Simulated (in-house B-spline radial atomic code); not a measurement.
Settings and results of a run for As⁸⁺ (with a hole in an inner shell). Computed with an all-electron radial atomic-structure program (B-spline basis): Dirac-Hartree-Fock, average of configuration, Fermi nucleus of rms radius 4.0968 fm.

Command:
```bash
python run_scf.py task.json out
```
Settings (nuclear radius in fm, mass in u):
```
Z                33
configuration    1s2 2s2 2p6 3s2 3p6 3d7
hamiltonian      dirac
method           hf
spin_polarised   False
nucleus          fermi
rms_radius       4.0968
atomic_mass      74.92159
speed_of_light   137.035999084
```

Output (hartree, bohr):
```
 radial grid: 64 intervals, B-splines of order 8, outer radius 7.931 bohr

 iter        energy (Eh)    residual
    1      -2209.1249771    1.35e+00
    2      -2232.0431008    6.19e-01
    3      -2236.3504568    2.02e-01
    4      -2236.8302633    6.47e-02
    5      -2236.8719198    2.39e-02
    6      -2236.8804458    1.04e-03
    7      -2236.8804544    3.94e-05
    8      -2236.8804544    4.14e-06
    9      -2236.8804544    1.84e-07

 total energy                    -2236.880454
 kinetic                           2288.94758
 electron-nucleus                 -5244.77230
 electron-electron                  718.94427

 first-order corrections (not in the total)
   Gaunt                            1.16296
   retardation                     -0.10912
   frequency dependence            -0.00457
   self-energy                      0.78077
   Uehling                         -0.07608
   Wichmann-Kroll                   0.00073
   recoil                           0.01214

 orbital      occ     eigenvalue          <r>       <r^2>       <1/r>     <1/r^3>     <1/r^2>       r_max    small
 1s1/2      2.000     -445.68919    0.0454792  0.00278453     33.4719           -     2320.57     0.02974  1.43e-02
 2s1/2      2.000      -64.31790     0.201618   0.0479926     7.45096           -     239.043      0.1697  2.81e-03
 2p1/2      2.000      -57.93166     0.174433    0.037335     7.38048           -     77.1396      0.1343  2.78e-03
 2p3/2      4.000      -56.57394     0.178052   0.0387727     7.16966     1062.61     70.2187      0.1373  2.72e-03
 3s1/2      2.000      -14.21184     0.577738    0.382106     2.47244           -     40.0125      0.5137  6.92e-04
 3p1/2      2.000      -11.94786     0.582384    0.394382     2.36226           -     12.6606      0.5064  6.45e-04
 3p3/2      4.000      -11.73585     0.590674    0.405423     2.31579     159.326     11.5955      0.5139  6.32e-04
 3d3/2      2.800       -8.09148     0.586963    0.414665     2.10919     20.8766     5.70967       0.454  5.39e-04
 3d5/2      4.200       -8.05808     0.589773    0.418466     2.09744     20.3271     5.63527      0.4563  5.36e-04
```

Cost of the run: 0.85 s on 1 thread of Arm Neoverse V1, on a shared host.

For the Dirac Hamiltonian the kinetic term is c α·p + (β - 1)c².
